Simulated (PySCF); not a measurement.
**Excitation energy of Mg by level of theory**

Mg [Ne] 3s2 (1S) → Mg [Ne] 3p2 (3P), as a difference of total energies. Calculation: PySCF 2.14, in x2c-QZVPPall with one added diffuse shell each of s, p, d, f type (10s7p6d3f, 82 functions); scalar relativity by spin-free X2C-1e. Correlated levels: valence and next inner shell: 1s2 frozen. The calculations carry no spin-orbit coupling.

```csv
method,excitation energy (eV)
UHF,6.300
MP2 (valence and next inner shell),7.009
SCS-MP2 (valence and next inner shell),7.178
CCSD (valence and next inner shell),7.120
CCSD(T) (valence and next inner shell),7.154
```

Question: How much does correlation contribute at CCSD(T) (valence and next inner shell)?

Answer: 7.154 − (6.300) = 0.854 eV, measured against UHF.

Errors of the correlated levels include the incompleteness of this basis and the frozen core.

For comparison: 7.173 eV (measured; NIST levels, between the centres of gravity of the two terms).
